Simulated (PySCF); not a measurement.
PySCF job for CH10FNSi3, SMILES [Si@H](N[SiH3])(C)[SiH2]F, PBE-D3(BJ)/def2-SVP. Geometry optimised at PBE-D3(BJ)/def2-SVP. The structure was generated by enumeration; whether it is a known compound was not checked. Other conformers were not sampled.

```python
import numpy as np
from pyscf import gto, scf, dft, df
from pyscf.hessian import thermo

mol = gto.M(
    atom='''
    C    -1.66733442    1.97892997   -0.69841783
    Si   -0.49895261    1.03781810    0.45243231
    N     1.17123611    1.00255314   -0.10100087
    Si    1.93058995   -0.18829394   -1.14075275
    Si   -1.22502579   -1.20311213    0.68298212
    F     0.11513596   -2.12693294    0.97826470
    H    -1.33740604    3.03147445   -0.81727924
    H    -2.70177626    1.98622772   -0.29531791
    H    -1.69099472    1.50982482   -1.70305671
    H    -0.50646798    1.70723215    1.80530555
    H     1.78347536    1.71964578    0.30063267
    H     2.68594641    0.47873864   -2.26274181
    H     0.81384955   -1.00833087   -1.72494442
    H     2.89748853   -1.09255869   -0.42328617
    H    -2.17126617   -1.38673993    1.84162327
    H    -1.89628044   -1.74433759   -0.55306794
    ''',
    basis='def2-SVP',
    charge=0,
    spin=0,
    max_memory=1600,
    verbose=3,
)
mf = dft.RKS(mol, xc='pbe').density_fit(auxbasis='def2-universal-jkfit')
mf.disp = 'd3bj'
mf.grids.level = 3
mf.conv_tol = 1e-11
mf.max_cycle = 100
mf.kernel()

# analytic Hessian; the response equations are solved on a coarser grid
h, args, fine = mf.Hessian(), (mf.mo_energy, mf.mo_coeff, mf.mo_occ), mf.grids
h.max_memory = max(150, 2.5e-5 * df.make_auxmol(mol, mf.with_df.auxbasis).nao * mol.nelec[0] * (mol.nelec[0] + mol.nao))  # MB; small integral blocks
h1ao = h.make_h1(mf.mo_coeff, mf.mo_occ)
mf.grids = dft.Grids(mol).set(level=1).build(with_non0tab=True)
mo1, mo_e1 = h.solve_mo1(*args, h1ao)
mf.grids = fine
hess = h.hess_elec(*args, mo1, mo_e1, h1ao) + h.hess_nuc()
if mf.do_disp():
    hess += h.get_dispersion()
for i in range(mol.natm):  # the analytic DFT Hessian lacks the response of the grid: restore translational invariance
    hess[i, i] -= hess[i].sum(axis=0)
hess = (hess + hess.transpose(1, 0, 3, 2)) / 2
vib = thermo.harmonic_analysis(mol, hess, imaginary_freq=False)
thermo.dump_normal_mode(mol, vib)
th = thermo.thermo(mf, vib['freq_au'][vib['freq_au'] > 0], 298.15, 101325)
thermo.dump_thermo(mol, th)
g0 = mf.nuc_grad_method().set(verbose=0).kernel()

# dipole derivatives [dipole axis, atom, xyz] from the same response
r, irp = mol.intor('int1e_r'), mol.intor('int1e_irp').reshape(3, 3, mol.nao, mol.nao)
sl, dm0, ok = mol.aoslice_by_atom(), np.array(mf.make_rdm1()), []
dmu = np.einsum('a,xt->xat', mol.atom_charges(), np.eye(3))
for a, (_, _, p0, p1) in enumerate(sl):
    dmu[:, a] += 2 * np.einsum('xtij,ij->xt', irp[:, :, :, p0:p1], dm0.reshape(-1, mol.nao, mol.nao).sum(0)[:, p0:p1])
    for u, c, occ, f in [(mo1, mf.mo_coeff, mf.mo_occ, 4)]:
        dmu[:, a] -= f * np.einsum('tui,xuv,vi->xt', u[a], r, c[:, occ > 0], optimize=True)
L = vib['norm_mode']
ir = 974.8801 * (np.einsum('xat,kat->kx', dmu, L) ** 2).sum(1)       # km/mol
apt = np.einsum('xax->a', dmu) / 3
print('mode   freq/cm-1   IR/(km/mol)')
for k, w in enumerate(vib['freq_wavenumber']):
    print(f'{k + 1:4d} {w:11.2f} {ir[k]:13.3f}')
print('max |gradient| / (hartree/bohr):', abs(g0).max())
print('APT charges:', apt.round(4))
```

Log of the run:

```
converged SCF energy = -1066.19419293162

WARN: DFTD3 does not support analytical Hessian, using finite difference


WARN: Mole.unit (angstrom) is changed to Bohr

Mode                                 0                   1                   2
Irrep
Freq [cm^-1]                       29.1513             54.0304             83.2793
Reduced mass [au]                   3.0747              4.1628              5.1316
Force const [Dyne/A]                0.0015              0.0072              0.0210
Char temp [K]                      41.9422             77.7378            119.8204
Normal mode                   x     y     z       x     y     z       x     y     z
       0   C                -0.06  0.05  0.10    0.06 -0.01 -0.03    0.04  0.07 -0.01
       1  Si                 0.01 -0.00 -0.01    0.01 -0.03  0.01   -0.03  0.00  0.00
       2   N                -0.02  0.03 -0.09    0.03 -0.02  0.06   -0.02 -0.04  0.05
       3  Si                 0.03 -0.03  0.01   -0.01  0.06 -0.07   -0.07 -0.04  0.01
       4  Si                 0.01 -0.01 -0.07   -0.01 -0.02 -0.02    0.03 -0.02 -0.04
       5   F                -0.01  0.01  0.09   -0.05 -0.01  0.13    0.10  0.10  0.01
       6   H                -0.06  0.06  0.14    0.07 -0.01 -0.01    0.09  0.06  0.03
       7   H                -0.03  0.04  0.17    0.04 -0.01 -0.06    0.03  0.10 -0.06
       8   H                -0.12  0.11  0.08    0.09 -0.00 -0.03    0.07  0.10 -0.03
       9   H                 0.05 -0.07  0.03   -0.01 -0.03  0.01   -0.05 -0.03  0.02
      10   H                -0.04  0.11 -0.19    0.04 -0.08  0.14    0.01 -0.09  0.10
      11   H                 0.01 -0.09 -0.03   -0.14  0.12 -0.13   -0.05 -0.04  0.03
      12   H                 0.06 -0.12  0.07   -0.03  0.04  0.01   -0.12  0.04 -0.02
      13   H                 0.05  0.06  0.09    0.09  0.08 -0.19   -0.11 -0.12 -0.03
      14   H                -0.11  0.01 -0.17   -0.13  0.01 -0.12    0.00 -0.10 -0.08
      15   H                 0.15 -0.03 -0.14    0.11 -0.05 -0.08    0.12 -0.08 -0.07
Mode                                 3                   4                   5
Irrep
Freq [cm^-1]                      130.5704            145.2493            159.3924
Reduced mass [au]                   3.3352              1.1290              1.0518
Force const [Dyne/A]                0.0335              0.0140              0.0157
Char temp [K]                     187.8617            208.9814            229.3302
Normal mode                   x     y     z       x     y     z       x     y     z
       0   C                 0.01  0.10  0.02    0.02  0.03 -0.02   -0.02 -0.04  0.00
       1  Si                -0.04 -0.04 -0.03   -0.01  0.01  0.01    0.00  0.01  0.01
       2   N                -0.03 -0.07 -0.01   -0.01 -0.01  0.03    0.00 -0.01  0.02
       3  Si                 0.08  0.01 -0.03   -0.02 -0.01  0.02    0.00  0.00 -0.00
       4  Si                -0.05 -0.03  0.05    0.02  0.00 -0.00    0.00  0.01 -0.02
       5   F                 0.02  0.05 -0.00    0.01 -0.03 -0.04    0.00  0.01  0.00
       6   H                 0.14  0.06  0.04    0.09  0.00 -0.07    0.28 -0.18 -0.44
       7   H                 0.03  0.22  0.07    0.02  0.11 -0.02    0.10  0.42  0.29
       8   H                -0.09  0.14  0.01   -0.01 -0.01 -0.01   -0.44 -0.36  0.16
       9   H                -0.01 -0.07 -0.01   -0.04  0.03 -0.00    0.02  0.05 -0.01
      10   H                -0.06 -0.07  0.03   -0.04  0.10 -0.12    0.01 -0.02  0.02
      11   H                 0.06  0.10  0.01   -0.44 -0.06 -0.30    0.04  0.02  0.04
      12   H                 0.17 -0.07 -0.07    0.02 -0.34  0.42   -0.00  0.04 -0.04
      13   H                 0.14  0.09 -0.01    0.36  0.34 -0.04   -0.03 -0.04 -0.01
      14   H                 0.05 -0.00  0.13    0.04  0.00  0.02   -0.04 -0.05 -0.06
      15   H                -0.11 -0.12  0.12   -0.02  0.02  0.01    0.06  0.04 -0.07
Mode                                 6                   7                   8
Irrep
Freq [cm^-1]                      172.1173            230.4517            256.5062
Reduced mass [au]                   3.3398              2.6082              3.2860
Force const [Dyne/A]                0.0583              0.0816              0.1274
Char temp [K]                     247.6385            331.5686            369.0553
Normal mode                   x     y     z       x     y     z       x     y     z
       0   C                 0.07  0.09 -0.04    0.09 -0.05 -0.02   -0.03  0.03 -0.03
       1  Si                -0.02 -0.00 -0.02   -0.01 -0.02  0.09   -0.05  0.06  0.03
       2   N                -0.02  0.08 -0.05   -0.06  0.02 -0.09   -0.04 -0.11  0.05
       3  Si                -0.04  0.02  0.02    0.01  0.00 -0.01    0.03 -0.02 -0.03
       4  Si                 0.04 -0.04  0.02   -0.03 -0.01  0.00    0.06  0.03  0.00
       5   F                -0.01 -0.11  0.02    0.01  0.05 -0.01   -0.01 -0.07  0.01
[...]
Mode                                33                  34                  35
Irrep
Freq [cm^-1]                     2141.1639           2143.2777           2151.9766
Reduced mass [au]                   1.0353              1.0412              1.0513
Force const [Dyne/A]                2.7964              2.8180              2.8685
Char temp [K]                    3080.6582           3083.6994           3096.2152
Normal mode                   x     y     z       x     y     z       x     y     z
       0   C                -0.00 -0.00  0.00   -0.00 -0.00  0.00   -0.00 -0.00 -0.00
       1  Si                 0.00  0.00  0.00   -0.00  0.00  0.00    0.00  0.00  0.01
       2   N                -0.00  0.00  0.00    0.00 -0.00  0.00   -0.00  0.00  0.00
       3  Si                -0.01 -0.01  0.02    0.01  0.02 -0.02   -0.01  0.00 -0.00
       4  Si                -0.02 -0.01 -0.00   -0.02 -0.01 -0.00   -0.01  0.00  0.04
       5   F                -0.00 -0.00 -0.00   -0.00 -0.00 -0.00    0.00 -0.00  0.00
       6   H                 0.00 -0.00  0.00    0.00 -0.00  0.00    0.00  0.00 -0.00
       7   H                -0.00 -0.00 -0.00   -0.00 -0.00  0.00   -0.00 -0.00  0.00
       8   H                -0.00 -0.00  0.00    0.00 -0.00  0.00    0.00  0.00  0.00
       9   H                -0.00 -0.05 -0.09    0.00 -0.06 -0.12    0.00 -0.08 -0.17
      10   H                -0.00  0.00  0.00    0.00 -0.00 -0.00   -0.00  0.00  0.00
      11   H                 0.30  0.27 -0.45   -0.36 -0.32  0.53    0.02  0.02 -0.03
      12   H                -0.04 -0.04 -0.02    0.00  0.01 -0.01    0.06  0.05  0.03
      13   H                -0.08  0.06 -0.05    0.17 -0.14  0.12    0.15 -0.14  0.11
      14   H                 0.30  0.05 -0.38    0.22  0.04 -0.27    0.43  0.09 -0.53
      15   H                 0.25  0.20  0.48    0.21  0.17  0.41   -0.27 -0.23 -0.49
Mode                                36                  37                  38
Irrep
Freq [cm^-1]                     2154.8456           2173.0274           2967.8623
Reduced mass [au]                   1.0315              1.0450              1.0351
Force const [Dyne/A]                2.8219              2.9074              5.3718
Char temp [K]                    3100.3430           3126.5027           4270.0930
Normal mode                   x     y     z       x     y     z       x     y     z
       0   C                -0.00 -0.00  0.00    0.00  0.00 -0.00    0.03 -0.02  0.03
       1  Si                 0.00 -0.00 -0.00   -0.00 -0.00 -0.00   -0.00  0.00 -0.00
       2   N                -0.00  0.00  0.00    0.00 -0.00 -0.00    0.00 -0.00 -0.00
       3  Si                -0.02  0.02 -0.01   -0.03 -0.02 -0.01   -0.00  0.00  0.00
       4  Si                 0.00  0.00 -0.01    0.00 -0.00 -0.01    0.00  0.00  0.00
       5   F                 0.00 -0.00  0.00   -0.00  0.00  0.00   -0.00 -0.00 -0.00
       6   H                 0.00 -0.00  0.00   -0.00  0.00  0.00    0.18  0.53 -0.05
       7   H                -0.00  0.00 -0.00    0.00 -0.00  0.00   -0.56 -0.00  0.23
       8   H                -0.00 -0.00 -0.00    0.00 -0.00  0.00   -0.00 -0.24 -0.48
       9   H                -0.00  0.06  0.12    0.00  0.01  0.02    0.00 -0.00  0.00
      10   H                -0.00  0.00  0.00    0.00 -0.00 -0.00    0.00  0.00  0.00
      11   H                 0.12  0.12 -0.19    0.03  0.03 -0.07    0.00  0.00 -0.00
      12   H                -0.14 -0.10 -0.08    0.71  0.52  0.37   -0.00 -0.00 -0.00
      13   H                 0.57 -0.54  0.44    0.08 -0.10  0.07    0.00 -0.00 -0.00
      14   H                -0.12 -0.03  0.15   -0.05 -0.01  0.06   -0.00 -0.00  0.00
      15   H                 0.03  0.03  0.06    0.04  0.04  0.09   -0.00 -0.00 -0.00
Mode                                39                  40                  41
Irrep
Freq [cm^-1]                     3067.7400           3074.8623           3506.4289
Reduced mass [au]                   1.1018              1.1027              1.0747
Force const [Dyne/A]                6.1093              6.1425              7.7850
Char temp [K]                    4413.7949           4424.0422           5044.9706
Normal mode                   x     y     z       x     y     z       x     y     z
       0   C                 0.07  0.03 -0.05    0.00  0.07  0.05    0.00  0.00 -0.00
       1  Si                 0.00  0.00 -0.00   -0.00  0.00  0.00    0.00 -0.00 -0.00
       2   N                -0.00 -0.00  0.00    0.00 -0.00 -0.00   -0.04 -0.05 -0.03
       3  Si                -0.00  0.00  0.00    0.00  0.00  0.00   -0.00  0.00  0.00
       4  Si                 0.00 -0.00  0.00    0.00 -0.00  0.00   -0.00  0.00  0.00
       5   F                -0.00 -0.00  0.00   -0.00 -0.00 -0.00    0.00  0.00 -0.00
       6   H                -0.15 -0.51  0.05   -0.17 -0.54  0.07   -0.00 -0.00  0.00
       7   H                -0.69  0.01  0.26    0.13  0.01 -0.04    0.00 -0.00 -0.00
       8   H                 0.02  0.12  0.24   -0.01 -0.31 -0.68   -0.00  0.00 -0.00
       9   H                -0.00 -0.00  0.00   -0.00 -0.00 -0.00    0.00  0.00 -0.00
      10   H                -0.00  0.00  0.00   -0.00 -0.00 -0.00    0.57  0.67  0.38
      11   H                 0.00 -0.00  0.00   -0.00 -0.00 -0.00   -0.00  0.00  0.00
      12   H                -0.00 -0.00 -0.00   -0.00 -0.00 -0.00    0.00  0.00  0.00
      13   H                 0.00 -0.00  0.00   -0.00 -0.00 -0.00   -0.00  0.00  0.00
      14   H                -0.00  0.00  0.00   -0.00  0.00 -0.00    0.00  0.00 -0.00
      15   H                -0.00  0.00 -0.00   -0.00 -0.00 -0.00    0.00  0.00 -0.00
temperature 298.1500 [K]
pressure 101325.00 [Pa]
Rotational constants [GHz] 1.66763 1.53308 0.91349
Symmetry number 1
Zero-point energy (ZPE) 0.10424 [Eh]   273669.516 [J/mol]
                           tot       elec      trans        rot        vib
Entropy [J/mol/K]       441.545      0.000    170.319    122.636    148.590
Cv [J/mol/K]            163.480      0.000     12.472     12.472    138.537
Cp [J/mol/K]            171.795      0.000     20.786     12.472    138.537
Internal energy [J/mol]                      3718.434   3718.434 295836.360
Internal energy [Eh]   -1066.07868  -1066.19419
Enthalpy [J/mol]                             6197.391   3718.434 295836.360
Enthalpy [Eh]          -1066.07774
Gibbs free energy [J/mol]                  -44583.082 -32845.494 251534.152
Gibbs free energy [Eh] -1066.12788
mode   freq/cm-1   IR/(km/mol)
   1       29.15         1.757
   2       54.03         0.973
   3       83.28         0.848
   4      130.57         3.072
   5      145.25         1.829
   6      159.39         0.128
   7      172.12         0.472
   8      230.45         4.465
   9      256.51        17.742
  10      316.26        38.918
  11      400.22         2.455
  12      467.87        17.216
  13      577.03         2.959
  14      640.31         6.450
  15      671.73         7.255
  16      678.53        12.668
  17      684.17        78.939
  18      706.44        10.926
  19      744.18        45.334
  20      808.62         7.045
  21      811.73       317.249
  22      869.24       192.282
  23      872.36        55.580
  24      894.60        72.732
  25      916.33       217.681
  26      920.78       153.252
  27      922.79        59.967
  28      968.45        83.745
  29     1142.72       113.603
  30     1210.05        19.585
  31     1376.03         4.303
  32     1380.23         4.069
  33     2131.38        96.175
  34     2141.16       187.709
  35     2143.28        52.743
  36     2151.98       166.053
  37     2154.85       100.919
  38     2173.03       103.148
  39     2967.86         2.925
  40     3067.74         3.703
  41     3074.86         2.210
  42     3506.43        37.256
max |gradient| / (hartree/bohr): 0.00016773495495595346
APT charges: [-0.3754  1.1564 -1.0695  1.2219  1.0277 -0.5782  0.0155  0.0169  0.0272
 -0.2892  0.1482 -0.2771 -0.2413 -0.2712 -0.2543 -0.2576]
```

Self-consistency was reached.

Cost: about 6 core-minutes (a rough figure).
